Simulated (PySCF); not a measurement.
**Structure from 2D NMR**

Compound of formula C6H9F. Correlations simulated from computed shifts and the bond graph:

HSQC (one-bond C–H):
```tsv
δH	δC
6.65	145.7
6.38	140.9
6.33	140.6
5.46	123.4
5.37	123.4
4.79	88.0
2.42	40.8
```

COSY cross peaks (H two or three bonds apart, from the bond graph; peaks can be absent where the dihedral angle is near 90°):
```tsv
δH	δH
6.65	6.33
6.65	5.46
6.65	5.37
6.38	6.33
6.38	2.42
5.46	5.37
4.79	2.42
```

HMBC (two and three bonds, from the bond graph):
```tsv
δH	δC
6.65	140.9, 140.6, 123.4
6.38	145.7, 140.6, 88.0, 40.8
6.33	145.7, 140.9, 123.4, 40.8
5.46	145.7, 140.6
5.37	145.7, 140.6
4.79	140.9, 40.8
2.42	140.9, 140.6, 88.0
```

[PySCF: shielding tensors at PBE0/pcSseg-1 (GIAO); geometry: GFN2-xTB; no solvent; equivalent nuclei averaged; no relativistic terms; a single conformation]

Chemical shifts δ = σref − σ; $^{1}$H and $^{13}$C against TMS, all at this level.

Exchangeable hydrogens are left out of these lists.

Task: Assemble the structure.

Result: `C=C/C=C/CCF`.

Mapped SMILES: `[CH2:1]=[CH:2]/[CH:3]=[CH:4]/[CH2:5][CH2:6][F:7]` (H(Xn): hydrogen on atom n). Ha(C1) is cis to C3; Hb(C1) is trans to C3.

- δC 145.7 is C2, an alkene CH (δH 6.65).
- δC 140.9 is C4, an alkene CH (δH 6.38).
- δC 140.6 is C3, an alkene CH (δH 6.33).
- δC 123.4 is C1, a terminal =CH2 carbon (δH 5.37, 5.46).
- δC 88.0 is C6, an sp3 CH2 bonded to F (δH 4.79).
- δC 40.8 is C5, an allylic sp3 CH2 (δH 2.42).
- COSY links 6.65–6.33, 6.65–5.46, 6.65–5.37, 6.38–6.33, 6.38–2.42, 5.46–5.37.

The data come from this structure; uniqueness wasn't tested.

Shifts are as computed. Against solution values, carbons near 30 ppm lie about +3 ppm off and those near 130 ppm about +5 ppm. Of 1211 compounds with measured shifts, 218 miss one by over three times the rms of a fit or turn the order of signals round; such compounds aren't used in these exercises.
